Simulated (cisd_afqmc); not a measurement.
Input (X2C-AFQMC/CISD/cc-pwCVTZ-DK; cisd_afqmc is a phaseless AFQMC code with CISD trial states that reads the integrals written by Ansatz): The .json basis holds the Basis Set Exchange's core-valence set for the 3d metal and cc-pVXZ-DK of the same size for its partners.

Ansatz 0.2 input:
```python
import cisd_afqmc

open("ham.yaml", "w").write("""\
crystal:
  periodic: [false, false, false]
  atoms:
    - {symbol: Co, position_ang: [0.00000000, 0.00000000, 0.00000000]}
basis:
  gaussian:
    orbitals: cc-pwCVTZ-DK.json
total_charge: 1
magnetization: {spin_polarized: true, initial_magnetization: 2}
correlation: {method: ccsd, frozen_orbitals: {Co: 5}, hamiltonian_folder: ham}
scf: {lower_state_search: full}
""")
rep = cisd_afqmc.ansatz("ham.yaml")
e_ccsd = rep["correlation"]["coupled_cluster"]["energy"]["hartree"]
out = cisd_afqmc.run("ham", e_ccsd, trial="CISD", walkers=100, populations=8, threads=8, dt=0.005, steps=40, early=36, settle=10, least=32,
    cut=5e-5, rank_cut=2e-4, target=0.0003, seconds=3000, seed=4, memory=17280, gpu=False)
```

Output:

```
orbitals 97, occupied [9, 7], factors 505 of 635, rank of the doubles 774 of 1422
E(HF) = -1391.582640
E(CCSD) on the cut factors = -1392.275260, shift to the whole factors 0.000004
Energy of the trial state on the determinant = -1392.275258
  tau behind 10.8 of longer steps, mean of the populations' last blocks
   2.0  -1392.29262
   4.0  -1392.29377
   6.0  -1392.29368
   8.0  -1392.29133
  10.0  -1392.29234
  12.0  -1392.29188
  14.0  -1392.29368
  16.0  -1392.29238
  18.0  -1392.29134
  20.0  -1392.29014
  22.0  -1392.29202
  24.0  -1392.29362
  26.0  -1392.29391
  28.0  -1392.29552
blocks 1077 (0 outliers left out), error by blocks joined: 1: 0.00031, 2: 0.00035, 4: 0.00038, 8: 0.00043, 16: 0.00050
E(AFQMC/CISD) = -1392.29272 +/- 0.00050
```
